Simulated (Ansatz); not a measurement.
Clusters of 4 atoms, element: gap (eV) at several levels, gas phase, relaxed structures; Ansatz. Clusters are the lowest isomers that short searches found in that spin, judged at the geometry's level. Core potentials for Te in the def2 sets, no spin–orbit coupling. HOMO and LUMO are taken over both spins. Singlets are spin-restricted. The structures are stationary points that may keep the symmetry of their start.

```json
{"species": "Si4", "state": "singlet", "geometry": "r2SCAN-D4/def2-TZVP", "PBE-D4/def2-SVP": "1.10", "PBE-D4/def2-TZVP": "1.09", "r2SCAN-D4/def2-TZVP": "1.25", "PBE0-D4/def2-SVP": "2.68", "PBE0-D4/def2-TZVP": "2.67"}
{"species": "P4", "state": "singlet", "geometry": "B3LYP-D4/def2-TZVP", "PBE-D4/def2-SVP": "5.14", "PBE-D4/def2-TZVP": "4.97", "r2SCAN-D4/def2-TZVP": "5.37", "PBE0-D4/def2-SVP": "6.99", "PBE0-D4/def2-TZVP": "6.79"}
{"species": "P4⁺", "state": "doublet", "geometry": "PBE-D4/def2-TZVP", "PBE-D4/def2-SVP": "0.70", "PBE-D4/def2-TZVP": "0.76", "r2SCAN-D4/def2-TZVP": "1.22", "PBE0-D4/def2-SVP": "2.51", "PBE0-D4/def2-TZVP": "2.59"}
{"species": "B4", "state": "singlet", "geometry": "PBE-D4/def2-TZVP", "PBE-D4/def2-SVP": "2.49", "PBE-D4/def2-TZVP": "2.42", "r2SCAN-D4/def2-TZVP": "2.64", "PBE0-D4/def2-SVP": "4.19", "PBE0-D4/def2-TZVP": "4.09"}
{"species": "Ge4⁺", "state": "doublet", "geometry": "r2SCAN-D4/def2-SVP", "PBE-D4/def2-SVP": "0.71", "PBE-D4/def2-TZVP": "0.71", "r2SCAN-D4/def2-TZVP": "1.17", "PBE0-D4/def2-SVP": "2.32", "PBE0-D4/def2-TZVP": "2.33"}
{"species": "As4⁺", "state": "doublet", "geometry": "PBE-D4/def2-SVP", "PBE-D4/def2-SVP": "0.57", "PBE-D4/def2-TZVP": "0.60", "r2SCAN-D4/def2-TZVP": "1.02", "PBE0-D4/def2-SVP": "2.24", "PBE0-D4/def2-TZVP": "2.27"}
```

Q: Estimate the rows for B4⁺ (doublet, B3LYP-D4/def2-TZVP geometry); Te4 (singlet, PBE-D4/def2-SVP geometry).

A: 
```csv
species,state,geometry,PBE-D4/def2-SVP,PBE-D4/def2-TZVP,r2SCAN-D4/def2-TZVP,PBE0-D4/def2-SVP,PBE0-D4/def2-TZVP
B4⁺,doublet,B3LYP-D4/def2-TZVP,1.07,1.07,1.74,2.89,2.91
Te4,singlet,PBE-D4/def2-SVP,0.82,0.89,1.13,2.44,2.51
```
